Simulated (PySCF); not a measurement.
Computed with PBE-D3(BJ)/def2-TZVP (PySCF). All species are isolated molecules in the gas phase. One relaxed conformer stands for a flexible species; it need not be the lowest. Delta-SCF ions had no search for a lower state. Excitations are Tamm–Dancoff values on a coarser integration grid. The basis has no diffuse functions, so Rydberg states are missing or too high.

Reference species (SMILES): `C=C[SiH]=C` (C–C–Si–C torsion 2°) (neutral, multiplicity 1).

The vertical ionisation energy (Delta-SCF) is 8.12 eV. The LUMO is -2.55 eV. The T1 excitation (TDA) is 2.13 eV and the HOMO is -5.26 eV.

After one change: the vertical ionisation energy (Delta-SCF) rises by 1.84 eV; the LUMO increases by 1.53 eV; the T1 excitation (TDA) increases by 2.76 eV; the HOMO decreases by 1.63 eV.

### Question
Name the change that produced these shifts. The new species is one of these.
(A) `[SiH2]=C1CC1`
(B) `C#C[SiH2]C`
(C) `[SiH3]C1C=C1`
(D) `C[SiH]1C=C1`

### Answer
B, `C#C[SiH2]C`
